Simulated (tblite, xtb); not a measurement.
C3H11OSi (SMILES C[Si](C)(C)[OH2+]), charge +1, singlet, at a GFN2-xTB geometry. Base run: GFN1-xTB (xtb).

xtb was given this input:
```
$ xtb mol.xyz --gfn 1 --chrg 1 --json

# file mol.xyz
16

C     -0.01865803     1.61044103    -1.10384659
Si     0.21052847    -0.04162594    -0.21302475
C     -0.56096068    -1.58591218    -0.97578354
C      1.66919300    -0.22646886     0.97035725
O     -1.23431534     0.18825717     1.28367608
H      0.67091116     1.68671800    -1.94083953
H      0.17835143     2.46341861    -0.45701539
H     -1.02081974     1.72804945    -1.51204642
H     -0.72974650    -2.36282821    -0.23278702
H      0.09569421    -2.00776543    -1.73284975
H     -1.51173285    -1.37920200    -1.46374506
H      1.49409246    -1.00509868     1.71010616
H      2.56988224    -0.50182001     0.42699171
H      1.89313498     0.69581211     1.50334623
H     -1.07915673     0.80072911     2.01205705
H     -2.17093207     0.17033314     1.05535701
```

Programs used: tblite, xtb; a row that names a program was run with it.

Variants of this job, named by their change:

| change | ΔE vs base (kJ/mol) | HOMO-LUMO gap (eV) | G_solv (kcal/mol) | SCF cycles |
|---|---|---|---|---|
| base | 0.00 | 5.83 | - | 10 |
| alpb = dmso | [?] | [?] | [?] | 10 |
| file = coord | 0.00 | 5.83 | - | 10 |
| gbsa = methanol | [?] | [?] | [?] | 10 |
| alpb = ch2cl2 | -200.0 | 5.98 | -48.21 | 9 |
| alpb = ether | -202.4 | 6.00 | -49.10 | 10 |
| program = tblite; method = gfn1 | 0.00 | - | - | - |

Question: Fill in the missing entries.

Answer: 
- alpb = dmso, ΔE vs base (kJ/mol): -238.2
- alpb = dmso, HOMO-LUMO gap (eV): 6.01
- alpb = dmso, G_solv (kcal/mol): -58.01
- gbsa = methanol, ΔE vs base (kJ/mol): -241.9
- gbsa = methanol, HOMO-LUMO gap (eV): 6.02
- gbsa = methanol, G_solv (kcal/mol): -58.98

ALPB and GBSA are two models with their own fitted parameters for each solvent, which aren't always the measured dielectric constant.
